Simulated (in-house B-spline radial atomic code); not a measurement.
Radial electron density of Ti6+, [Ne] 3s2 3p4. Level of theory: non-relativistic r2SCAN0, spin-polarised, spherical fractional occupations, exact exchange averaged over the configuration, point nucleus; calculated with a radial B-spline atomic code at the basis-set limit.

Columns: r (bohr), 4πr²n(r) (electrons per bohr), bar.

```
  0.0031   0.7531 #
 0.00369     1.04 ##
  0.0044    1.433 ##
 0.00524    1.959 ###
 0.00624    2.658 ####
 0.00743    3.576 ######
 0.00886    4.776 ########
  0.0106    6.334 ##########
  0.0126    8.198 #############
   0.015    10.46 #################
  0.0178    13.03 #####################
  0.0213    16.02 ##########################
  0.0253    18.99 ##############################
  0.0302    21.89 ###################################
  0.0359    24.23 #######################################
  0.0428    25.71 #########################################
   0.051    25.99 ##########################################
  0.0608    25.01 ########################################
  0.0724    23.07 #####################################
  0.0863    20.89 #################################
   0.103    19.46 ###############################
   0.122    19.65 ###############################
   0.146    21.76 ###################################
   0.174    24.92 ########################################
   0.207    27.43 ############################################
   0.247    27.51 ############################################
   0.294    24.25 #######################################
    0.35    18.43 #############################
   0.417    12.23 ####################
   0.497     8.05 #############
   0.592    6.839 ###########
   0.705    7.498 ############
    0.84    7.953 #############
       1    6.918 ###########
    1.19    4.686 #######
    1.42    2.369 ####
    1.69   0.8817 #
    2.02    0.221 
     2.4  0.03856 
    2.86 0.004054 
    3.41 0.0002407
```

On this grid the curve has 3 maxima, near 0.051, 0.247, 0.84 bohr.

The 3p down radial function P(r) = rR(r), positive near the nucleus:

```
r (bohr)          P
  0.0031   0.001208
  0.0044     0.0024
 0.00624   0.004731
 0.00886   0.009267
  0.0126    0.01799
  0.0178    0.03392
  0.0253    0.06316
  0.0359     0.1134
   0.051     0.1943
  0.0724     0.3109
   0.103     0.4524
   0.146     0.5671
   0.207     0.5573
   0.294     0.3031
   0.417     -0.218
   0.592    -0.8168
    0.84      -1.11
    1.19    -0.8887
    1.69    -0.4083
     2.4   -0.09278
    3.41  -0.008092
```
